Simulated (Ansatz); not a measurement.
Program: Ansatz. Geometries: PBE0-D4/def2-TZVP. ΔE: electronic, gas phase. CBS: MP2 limit from def2 TZ/QZ plus the TZ coupled-cluster correction, frozen cores. Functionals use def2-TZVPP. Elements past krypton have def2 core potentials. For Se, Sn outer-core shells are correlated without core-valence functions, which leaves a few kJ/mol of doubt a bond. Scalar relativity is left out up to krypton. Each species was taken in one conformer, which may not be the lowest.

Reaction (redistribution): `C[O][SnH2][F]` + `CC1(O)[SiH2][Se]1` → `C[O][SnH2][OH]` + `CC1(F)[SiH2][Se]1`

`C[O][SnH2][F]`:

Cartesian coordinates in Å:
```
C 1.332 0.432 -0.450
O 0.514 -0.710 -0.338
Sn -1.318 -0.559 0.300
F -1.169 0.063 2.113
H 2.253 0.139 -0.960
H 0.862 1.231 -1.039
H 1.600 0.841 0.531
H -2.131 0.694 -0.515
H -1.943 -2.130 0.357
```

`CC1(O)[SiH2][Se]1`:

```xyz
11

C    -0.333   -1.311    0.073
C     0.351    0.025    0.022
O     1.587    0.055    0.621
Si   -0.558    1.639   -0.062
Se    0.318    0.828   -1.935
H     0.262   -2.078   -0.433
H    -1.311   -1.278   -0.406
H    -0.458   -1.609    1.119
H     2.108   -0.694    0.310
H    -2.031    1.610    0.104
H     0.065    2.814    0.586
```

`C[O][SnH2][OH]`:

```xyz
10

C    -0.106    0.330   -1.690
O     0.578    0.256   -0.466
Sn   -0.325   -0.336    1.173
O     1.132   -0.213    2.467
H     0.594    0.678   -2.454
H    -0.946    1.038   -1.662
H    -0.495   -0.646   -2.016
H    -1.558    0.767    1.591
H    -0.815   -1.963    1.012
H     1.941    0.090    2.044
```

`CC1(F)[SiH2][Se]1`:

Z-matrix (Å, degrees):
```
C
C 1 1.496
H 1 1.090 2 110.7
H 1 1.093 2 110.8 3 -120.6
H 1 1.094 2 109.3 3 119.9
F 2 1.370 1 110.3 3 -179.3
Si 2 1.861 1 126.1 3 -29.6
Se 2 2.034 1 115.2 3 52.9
H 7 1.479 2 117.7 1 -144.3
H 7 1.482 2 119.0 1 -1.0
```

Question: Is it downhill or uphill in electronic energy at CCSD(T)/CBS, and by how much? (Estimate.)

Answer: Ansatz gave: Uphill: ΔE = +0.53 eV.

Question: What do these levels give: PBE-D4, ωB97M-V, B2PLYP, PBE, CCSD(T)/def2-TZVPP, MP2/def2-QZVPP? (Best estimate.)

Answer: Computed: PBE-D4 0.55, ωB97M-V 0.52, B2PLYP 0.54, PBE 0.54, CCSD(T)/def2-TZVPP 0.51, MP2/def2-QZVPP 0.56 eV.

Largest T1 diagnostic among the species: 0.014.
